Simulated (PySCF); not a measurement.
C₆ coefficients of unlike pairs at UHF

Calculated with PySCF 2.14 from the dipole response of each species, C₆(A,B) = (3/π) ∫ α_A(iu) α_B(iu) du, in atomic units, from isotropic polarisabilities. For ions this is the dispersion term alone; charge-induced terms of lower order in 1/R come first.

```tsv
species	configuration	basis	relativity	α (bohr³)	C₆ (like pair)
Ar²⁺	[Ne] 3s2 3p4 (3P)	aug-cc-pwCVQZ (10s9p7d5f3g)	none	4.801	16.83
Be²⁺	1s2 (1S)	aug-cc-pV5Z (7s6p5d4f3g2h)	none	0.05173	0.01088
Hg³⁺	[Xe] 4f14 5d9 (2D)	def2-TZVPPD with the def2 core potential (60 electrons) (6s6p3d2f1g)	core potential	4.932	27.79
Sn	[Kr] 4d10 5s2 5p2 (3P)	aug-cc-pwCVDZ-PP with ECP28MDF (6s5p4d1f)	core potential	56.01	624.6
```

(1) Estimate C₆ for Sn with Be²⁺.

No spin-orbit coupling is included.

The other pairs:

```tsv
pair	C₆
Hg³⁺, Ar²⁺	20.99
Sn, Hg³⁺	99.71
Hg³⁺, Be²⁺	0.4738
Be²⁺, Ar²⁺	0.3177
Sn, Ar²⁺	87.80
```

Results:

(1) The integral gives 1.288. The combination rule 2 C_A C_B / (C_A α_B/α_A + C_B α_A/α_B) gives 1.100 and the geometric mean 2.607.
